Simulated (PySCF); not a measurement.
**Hg: excitation energy**

Hg [Xe] 4f14 5d10 6s2 (1S) → Hg [Xe] 4f14 5d9 6s2 7s1, s spin flipped, as a difference of total energies. Calculation: PySCF 2.14, in aug-cc-pwCVDZ-PP with ECP60MDF (6s6p5d3f, 70 functions); scalar relativity through the core potential. Correlated levels: valence: 5s2 5p6 frozen; valence and next inner shell: nothing frozen outside the core potential. The calculations carry no spin-orbit coupling.

```
                                method  excitation energy (cm⁻¹)
                                   UHF                     91924
                                   LDA                    103160
                                   PBE                    100730
                                  PBE0                    100390
                                r2SCAN                    101710
                                  BLYP                    100540
                                 HSE06                    100340
                               r2SCANh                    101510
                                B2PLYP                    101930
                         MP2 (valence)                    104570
                     SCS-MP2 (valence)                    103370
    MP2 (valence and next inner shell)                    102300
SCS-MP2 (valence and next inner shell)                    101030
```

The upper determinant mixes two multiplicities, so it lies between the two terms.

The upper state lies above the first ionisation limit, where it may autoionise and the basis confines it. A Rydberg-like electron needs more diffuse functions than a valence basis has.

The promoted electron is Rydberg-like, and one or two diffuse shells describe it only roughly, which tends to raise the upper state.
